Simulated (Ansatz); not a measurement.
Ideal-gas functions of BFH2O3Zn, SMILES `OB(O)[O][Zn][F]` at 600 K and 1 bar, from an Ansatz frequency run at PBE0-D4/def2-TZVP.

Molar mass 145.21 g/mol, point group Cs (symmetry number 1), electronic degeneracy 1, moments of inertia 53.436, 404.417, 457.853 u Å². Harmonic wavenumbers (cm⁻¹, unscaled): 54, 71, 145, 181, 318, 354, 475, 483, 639, 681, 748, 906, 940, 1038, 1346, 1497, 3911, 3931.

Use S(trans) = R[1.5 ln M + 2.5 ln T − 1.1517]; rotational temperatures θ = 24.2544 K / I; S(rot) = R[ln(√π/σ · √(T³/θAθBθC)) + 1.5]; for each mode x = 1.438777 ν̃/T, S = R[x/(eˣ − 1) − ln(1 − e⁻ˣ)] and H = RT x/(eˣ − 1); 1 cm⁻¹ = 0.0119627 kJ/mol; R = 8.31446 J/(mol·K).

Task: By hand: the entropy, in J/(mol·K).

Result: Translation 185.5. Rotation: θ = 0.4539, 0.06, 0.053 K, giving 124.2. Vibration, mode by mode: 25.32, 23.04, 17.14, 15.32, 10.77, 9.92, 7.67, 7.54, 5.53, 5.10, 4.49, 3.33, 3.12, 2.59, 1.44, 1.08, 0.01, 0.01, in all 143.4. Electronic 0.0. Sum 453.1 J/(mol·K).

Task: By hand: H − E and G − E in kJ/mol, counted from the electronic energy.

Result: Zero-point energy ½ × 17718 × 0.0119627 = 106.0; thermal vibration 40.1; translation, rotation and pV give 4 RT = 20.0. H − E = 166.1 kJ/mol, and G − E = 166.1 − 600 × 453.1/1000 = -105.8 kJ/mol.

Vibration gives 32 % of the entropy, 65.5 J/(mol·K) of it from the modes under 150 cm⁻¹: soft modes count most, and the harmonic formula is weakest for them. The sum counts one conformer and one mirror image; others add a mixing term.
